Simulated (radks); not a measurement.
The numbers below are computed, except where a source is named.
Problem. Species: Ni3+. Configuration: [Ne] 3s2 3p5.75 3d7.25 (fractional occupations, a model configuration). Level of theory: scalar-relativistic Kohn-Sham, exchange-only LDA, spin-polarised, spherical densities, point nucleus; open shells are filled with parallel spins first (a radial shooting solver on a logarithmic mesh with Libxc functionals). Some entries of the table are withheld. Estimate them.

orbital  occ.  eigenvalue (Ry)  <r> (bohr)  <1/r> (bohr^-1)
1s up       1        -605.1820     0.05418            28.04
1s down     1        -605.1695     0.05417            28.05
2s up       1        -74.92009      0.2456            6.054
2s down     1        -74.76958      0.2453            6.061
2p up       3        -64.93690      0.2157            5.950
2p down     3        -64.81629      0.2154            5.956
3s up       1              (1)         (2)            1.932
3s down     1              (3)         (4)            1.924
3p up       3         -8.14261      0.7686            1.793
3p down  2.75         -7.84764      0.7729            1.783
3d up       5         -3.48842      0.8893            1.466
3d down  2.25         -3.21248      0.9121            1.441

Solution. 
(1) 3s up eigenvalue (Ry): -11.04342
(2) 3s up <r> (bohr): 0.7360
(3) 3s down eigenvalue (Ry): -10.74150
(4) 3s down <r> (bohr): 0.7385
